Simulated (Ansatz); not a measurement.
System: H6Si2O, charge 0, singlet. H6Si2O (SMILES [SiH3]O[SiH3]).
B3LYP-D3(BJ)/def2-TZVP minimum from Ansatz (an electronic-structure program):
```xyz
9

Si     1.5322    -0.3277     0.0540
O     -0.0275    -0.1931    -0.4231
Si    -1.5612     0.2874    -0.1146
H      2.2970    -0.9753    -1.0324
H      2.0978     1.0138     0.3299
H      1.6195    -1.1505     1.2832
H     -2.0859    -0.4189     1.0776
H     -2.3958    -0.0361    -1.2907
H     -1.5969     1.7476     0.1348
```

Atomisation energy term by term, kcal/mol (programs: Ansatz). Open shells are spin-unrestricted; no spin-orbit coupling. Correlated methods leave the cores frozen. Rows without X2C or -DK are non-relativistic. CBS(X,Y): correlation extrapolated as X^-3, Hartree-Fock from the larger set. A bracket is a step between two methods taken in the basis named. '+ core + X2C': CCSD(T) terms for core correlation (cc-pwCVTZ, 1s frozen past Ne) and scalar relativity (cc-pVTZ-DK). For partners of very few electrons the exact lower level stands in for a higher one.

```
term                                       basis  kcal/mol
------------------  ----------------------------  --------
Hartree-Fock                         cc-pV(Q+d)Z    536.38
CCSD correlation    CBS(cc-pV(T+d)Z,cc-pV(Q+d)Z)    158.07
(T)                 CBS(cc-pV(T+d)Z,cc-pV(Q+d)Z)      6.14
CCSDT(Q) - CCSD(T)                   cc-pV(D+d)Z      0.37
core correlation                       cc-pwCVTZ     -0.11
scalar relativity                X2C, cc-pVTZ-DK     -1.80
sum: De                                              699.0
```
